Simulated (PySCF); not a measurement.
PySCF input file for Si(All)(Cl)2(F) (C₃H₅Cl₂FSi), SMILES C=CC[Si](F)(Cl)Cl, TDA-PBE/def2-SVPD. Coordinates come from a r2SCAN-D4/def2-SVP optimisation. Other conformers were not sampled.

```python
import numpy as np
from pyscf import gto, scf, dft, tdscf

mol = gto.M(
    atom='''
    C     2.65327228   -1.34879410   -0.94756115
    C     1.54382633   -0.79863664   -1.45435635
    C     1.03921167    0.57325093   -1.12014930
    Si   -0.36037043    0.52488602    0.10158328
    F    -0.96702240    2.00871892    0.30228566
    Cl   -1.88437165   -0.67578967   -0.56498752
    Cl    0.27664329   -0.13156844    1.93436263
    H     3.30166797   -0.79949377   -0.25575953
    H     2.94965610   -2.36821023   -1.20902132
    H     0.91359652   -1.38871164   -2.13241589
    H     1.83248433    1.19993060   -0.67555354
    H     0.66450351    1.09977684   -2.01696297
    ''',
    basis='def2-SVPD',
    charge=0,
    spin=0,
    max_memory=1600,
    verbose=4,
)
mf = dft.RKS(mol, xc='pbe').density_fit(auxbasis='def2-universal-jkfit')
mf.grids.level = 3
mf.conv_tol = 1e-9
mf.max_cycle = 100
mf.kernel()
mf.grids = dft.Grids(mol).set(level=1).build(with_non0tab=True)  # coarser grid for the response kernel
td = tdscf.TDA(mf)
td.singlet = True
td.nstates = 6
td.conv_tol = 1e-4
td.positive_eig_threshold = 1e-6
td.kernel(x0=td.get_init_guess(mf, 11))
td.analyze()
tt = tdscf.TDA(mf)
tt.singlet = False
tt.nstates = 2
tt.conv_tol = 1e-4
tt.positive_eig_threshold = 1e-6
tt.kernel(x0=tt.get_init_guess(mf, 7))
tt.analyze(verbose=3)
```

Log of the run:

```
PySCF version 2.14.0

[INPUT] verbose = 4
[INPUT] num. atoms = 12
[INPUT] num. electrons = 80
[INPUT] charge = 0
[INPUT] spin (= nelec alpha-beta = 2S) = 0
[INPUT] symmetry False subgroup None
[INPUT] Mole.unit = angstrom
[INPUT] Symbol           X                Y                Z      unit          X                Y                Z       unit  Magmom
[INPUT]  1 C      2.653272280000  -1.348794100000  -0.947561150000 AA    5.013957943100  -2.548851447429  -1.790631059778 Bohr   0.0
[INPUT]  2 C      1.543826330000  -0.798636640000  -1.454356350000 AA    2.917408947592  -1.509204522643  -2.748335189022 Bohr   0.0
[INPUT]  3 C      1.039211670000   0.573250930000  -1.120149300000 AA    1.963825441752   1.083287258352  -2.116775395623 Bohr   0.0
[INPUT]  4 Si    -0.360370430000   0.524886020000   0.101583280000 AA   -0.681001416092   0.991890824413   0.191964578035 Bohr   0.0
[INPUT]  5 F     -0.967022400000   2.008718920000   0.302285660000 AA   -1.827407492320   3.795928620032   0.571237108783 Bohr   0.0
[INPUT]  6 Cl    -1.884371650000  -0.675789670000  -0.564987520000 AA   -3.560946335395  -1.277057394110  -1.067671676597 Bohr   0.0
[INPUT]  7 Cl     0.276643290000  -0.131568440000   1.934362630000 AA    0.522780052299  -0.248628318236   3.655415596293 Bohr   0.0
[INPUT]  8 H      3.301667970000  -0.799493770000  -0.255759530000 AA    6.239248217549  -1.510824263596  -0.483315465447 Bohr   0.0
[INPUT]  9 H      2.949656100000  -2.368210230000  -1.209021320000 AA    5.574042190653  -4.475268740093  -2.284719173560 Bohr   0.0
[INPUT] 10 H      0.913596520000  -1.388711640000  -2.132415890000 AA    1.726447211156  -2.624284665596  -4.029682015771 Bohr   0.0
[INPUT] 11 H      1.832484330000   1.199930600000  -0.675553540000 AA    3.462893511257   2.267540202485  -1.276611173080 Bohr   0.0
[INPUT] 12 H      0.664503510000   1.099776840000  -2.016962970000 AA    1.255729642712   2.078277025740  -3.811507616689 Bohr   0.0

nuclear repulsion = 531.664457132543
number of shells = 85
number of NR pGTOs = 305
number of NR cGTOs = 201
basis = def2-SVPD
ecp = {}


******** <class 'pyscf.df.df_jk.DFRKS'> ********
method = DFRKS
initial guess = minao
damping factor = 0
level_shift factor = 0
DIIS = <class 'pyscf.scf.diis.CDIIS'>
diis_start_cycle = 1
diis_space = 8
diis_damp = 0
SCF conv_tol = 1e-09
SCF conv_tol_grad = None
SCF max_cycles = 100
direct_scf = False
XC library pyscf.dft.libxc version 7.1.2
    S. Lehtola, C. Steigemann, M. J. T. Oliveira, and M. A. L. Marques,  SoftwareX 7, 1–5 (2018)
XC functionals = pbe
    J. P. Perdew, K. Burke, and M. Ernzerhof,  Phys. Rev. Lett. 77, 3865 (1996)
    J. P. Perdew, K. Burke, and M. Ernzerhof,  Phys. Rev. Lett. 78, 1396 (1997)
    J. P. Perdew, K. Burke, and M. Ernzerhof,  Phys. Rev. Lett. 77, 3865 (1996)
    J. P. Perdew, K. Burke, and M. Ernzerhof,  Phys. Rev. Lett. 78, 1396 (1997)
radial grids:
    Treutler-Ahlrichs [JCP 102, 346 (1995); DOI:10.1063/1.469408] (M4) radial grids

becke partition: Becke, JCP 88, 2547 (1988); DOI:10.1063/1.454033
pruning grids: <function nwchem_prune>
grids dens level: 3
symmetrized grids: False
atomic radii adjust function: <function treutler_atomic_radii_adjust>
small_rho_cutoff = 0
Set gradient conv threshold to 3.16228e-05
Initial guess from minao.
tot grids = 162600
init E= -1426.37181724768
  HOMO = -0.305015448673313  LUMO = -0.103356994384774  gap/eV = 5.48741
cycle= 1 E= -1425.81529973836  delta_E= 0.557  |g|= 0.687  |ddm|=  5.4
  HOMO = -0.173890758014621  LUMO = -0.0343484342149334  gap/eV = 3.79714
cycle= 2 E= -1425.58733484094  delta_E= 0.228  |g|= 1.29  |ddm|=  2.4
  HOMO = -0.232614064250988  LUMO = -0.0452777002492648  gap/eV = 5.09768
cycle= 3 E= -1425.91636742071  delta_E= -0.329  |g|= 0.195  |ddm|= 1.54
  HOMO = -0.246962072870007  LUMO = -0.0559546398570951  gap/eV = 5.19758
cycle= 4 E= -1425.92429897369  delta_E= -0.00793  |g|= 0.0528  |ddm|= 0.285
  HOMO = -0.243867304310722  LUMO = -0.0534291171588097  gap/eV = 5.18209
cycle= 5 E= -1425.92474922319  delta_E= -0.00045  |g|= 0.0293  |ddm|= 0.106
  HOMO = -0.243565780719648  LUMO = -0.0533223225136878  gap/eV = 5.17679
cycle= 6 E= -1425.92494561251  delta_E= -0.000196  |g|= 0.0111  |ddm|= 0.0439
  HOMO = -0.243881986276136  LUMO = -0.0534979745708446  gap/eV = 5.18061
cycle= 7 E= -1425.92498073854  delta_E= -3.51e-05  |g|= 0.0017  |ddm|= 0.0177
  HOMO = -0.243885714422724  LUMO = -0.0535246276249626  gap/eV = 5.17999
cycle= 8 E= -1425.92498132632  delta_E= -5.88e-07  |g|= 0.000486  |ddm|= 0.00349
  HOMO = -0.243863319596596  LUMO = -0.0535047396106929  gap/eV = 5.17992
cycle= 9 E= -1425.92498138212  delta_E= -5.58e-08  |g|= 0.000165  |ddm|= 0.000948
  HOMO = -0.243874638072834  LUMO = -0.0535129710753623  gap/eV = 5.18000
cycle= 10 E= -1425.92498138924  delta_E= -7.12e-09  |g|= 3.13e-05  |ddm|= 0.000291
  HOMO = -0.24387515226918  LUMO = -0.0535134743550971  gap/eV = 5.18001
cycle= 11 E= -1425.92498138946  delta_E= -2.17e-10  |g|= 1.88e-05  |ddm|= 8.97e-05
  HOMO = -0.243873132409266  LUMO = -0.053512002198536  gap/eV = 5.17999
Extra cycle  E= -1425.92498138932  delta_E= 1.32e-10  |g|= 3.07e-05  |ddm|= 8.28e-05
converged SCF energy = -1425.92498138932
tot grids = 52248
Overwritten attributes  positive_eig_threshold  of <class 'pyscf.tdscf.rks.TDA'>


******** <class 'pyscf.tdscf.rks.TDA'> for <class 'pyscf.df.df_jk.DFRKS'> ********
nstates = 6 singlet
deg_eia_thresh = 1.000e-03
wfnsym = None
conv_tol = 0.0001
eigh lindep = 1e-12
eigh level_shift = 0
eigh max_cycle = 100


Excitation energies (eV)
[5.7366104  6.35336481 6.64515383 6.64721267 6.84512015 6.9005165 ]

** Singlet excitation energies and oscillator strengths **
Excited State   1:      5.73661 eV    216.13 nm  f=0.0152
      40 -> 41       -0.18269
      40 -> 42       -0.68019
Excited State   2:      6.35336 eV    195.15 nm  f=0.0937
      37 -> 41       -0.10409
      40 -> 41       -0.40335
      40 -> 42        0.13840
      40 -> 43       -0.49676
      40 -> 44       -0.11458
      40 -> 45       -0.17819
Excited State   3:      6.64515 eV    186.58 nm  f=0.0097
      39 -> 41        0.64274
      40 -> 41       -0.11036
      40 -> 43        0.18722
      40 -> 45       -0.14601
Excited State   4:      6.64721 eV    186.52 nm  f=0.0493
      37 -> 41        0.15788
      39 -> 41        0.29062
      40 -> 41        0.24971
      40 -> 43       -0.43210
      40 -> 44        0.15959
      40 -> 45        0.30803
Excited State   5:      6.84512 eV    181.13 nm  f=0.0087
      38 -> 41       -0.24010
      40 -> 44       -0.60295
      40 -> 45        0.25414
Excited State   6:      6.90052 eV    179.67 nm  f=0.0179
      37 -> 41       -0.17837
      38 -> 41        0.62386
      40 -> 44       -0.20384
      40 -> 45        0.15967

** Transition electric dipole moments (AU) **
state          X           Y           Z        Dip. S.      Osc.
  1        -0.2944      0.0192      0.1451      0.1081      0.0152
  2        -0.6385      0.4138      0.1516      0.6018      0.0937
  3        -0.1789      0.1633      0.0307      0.0596      0.0097
  4         0.4306     -0.2996     -0.1650      0.3025      0.0493
  5         0.2114     -0.0795     -0.0311      0.0520      0.0087
  6         0.3106     -0.0929     -0.0246      0.1057      0.0179

** Transition velocity dipole moments (imaginary part, AU) **
state          X           Y           Z        Dip. S.      Osc.
  1        -0.0340     -0.0014      0.0257      0.0018      0.0058
  2        -0.0740      0.0246      0.0665      0.0105      0.0300
  3        -0.0180      0.0196      0.0208      0.0011      0.0031
  4         0.0573     -0.0275     -0.0475      0.0063      0.0172
  5         0.0336     -0.0103     -0.0241      0.0018      0.0048
  6         0.0476     -0.0177     -0.0180      0.0029      0.0076

** Transition magnetic dipole moments (imaginary part, AU) **
state          X           Y           Z
  1        -0.4170     -0.2267     -0.4127
  2        -0.3442     -0.1099     -0.0499
  3        -0.0838     -0.1644      0.1002
  4         0.2781     -0.0580     -0.0671
  5        -0.3772     -0.0714     -0.0293
  6        -0.2371     -0.1330     -0.1217


******** <class 'pyscf.tdscf.rks.TDA'> for <class 'pyscf.df.df_jk.DFRKS'> ********
nstates = 2 triplet
deg_eia_thresh = 1.000e-03
wfnsym = None
conv_tol = 0.0001
eigh lindep = 1e-12
eigh level_shift = 0
eigh max_cycle = 100


Excitation energies (eV)
[4.25061102 5.65653788]

** Triplet excitation energies and oscillator strengths **
Excited State   1:      4.25061 eV    291.69 nm  f=0.0000
Excited State   2:      5.65654 eV    219.19 nm  f=0.0000
```

The calculation finished and met its thresholds.

Cost: roughly 80 core-seconds.
